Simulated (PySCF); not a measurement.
An unknown shows these calculated signals:

1H NMR (400 MHz, computed): δ 7.77 (m, 1H), 7.36 (d, 1H), 7.20 (m, 1H), 6.95 (m, 1H), 6.31 (m, 1H), 5.01 (m, 2H).

13C{1H} NMR (computed): δ 165.1 (C), 152.8 (CH), 140.2 (C), 138.7 (C), 132.3 (CH), 131.3 (CH), 129.6 (CH), 119.9 (CH).

Computational details: geometry: PBE0-D3(BJ)/def2-SVP, shielding tensors at PBE/pcSseg-1 (GIAO), in PySCF (a single conformation, equivalent nuclei averaged, relativity neglected, isolated molecule).

Chemical shifts δ = σref − σ; TMS for 1H (σref 31.20), 13C (σref 180.03), all at this level.

Which of these does the molecule contain: a benzene ring, a ketone, a three-membered ring, a Si–H bond, an OH group, a non-aromatic C=C double bond?

Answers


- A benzene ring: yes.
- A ketone: no.
- A three-membered ring: no.
- A Si–H bond: yes (δH 5.01 (m)).
- An OH group: no.
- A non-aromatic C=C double bond: yes.

The data belong to `Fc1cccc2c1C=C[SiH2]2`, C8H7FSi; they needn't prove each group on their own.

Carbon signals by region: 1 in the far downfield region (above 160 ppm), 7 in the sp2 and nitrile region (100–160 ppm). Above 160 ppm: 165.1, aromatic carbon bearing fluorine.

Splittings by 19F in the carbon and heteronuclear signals aren't shown, as no couplings were computed. Shifts are as computed. Against solution values, carbons near 30 ppm lie about +2 ppm off and those near 130 ppm about +2 ppm. Of 1211 compounds with measured shifts, 218 miss one by over three times the rms of a fit or turn the order of signals round; such compounds aren't used in these exercises. No couplings were computed; multiplicities are counted from neighbouring protons, with m where these are inequivalent, close in shift, in a saturated or five-membered ring or joined by F or P, and br s for small geminal =CH2 splittings.
